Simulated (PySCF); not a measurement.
## Interval between two levels of Ti⁺ by level of theory

Ti⁺ [Ar] 3d2 4s1 [4F9/2, M_J = 9/2] → Ti⁺ [Ar] 3d3 [4F9/2, M_J = 9/2], as a difference of total energies. Calculation: PySCF 2.14, in x2c-TZVPall-2c with one added diffuse shell each of s, p, d type (7s8p5d1f, 63 functions); the two-component X2C-1e Hamiltonian. Correlated levels: [Ne] frozen; the 6 highest virtual spinors dropped. "Screened" scales the spin-orbit matrix elements by Boettger's factors to mimic the two-electron term; Breit and QED terms are absent.

| method | interval between two levels (cm⁻¹) | error (cm⁻¹) |
| --- | --- | --- |
| GHF (spin-free) | 5060.1 | +4237.7 |
| GMP2 (spin-free) | 2610.3 | +1787.9 |
| GHF (screened spin-orbit) | 5023.9 | +4201.5 |
| GMP2 (screened spin-orbit) | 2579.6 | +1757.2 |

Reference: 822.40 cm⁻¹ (measured; NIST Handbook of Basic Atomic Spectroscopic Data (Sansonetti and Martin, J. Phys. Chem. Ref. Data 34, 1559 (2005))).

Errors of the correlated levels include the incompleteness of this basis and the frozen core.

The labels give the starting determinants; with spin-orbit coupling the two ends relaxed to ⟨J²⟩ = 24.75, ⟨L²⟩ = 12.00, ⟨S²⟩ = 3.75 and ⟨J²⟩ = 24.76, ⟨L²⟩ = 12.01, ⟨S²⟩ = 3.75.
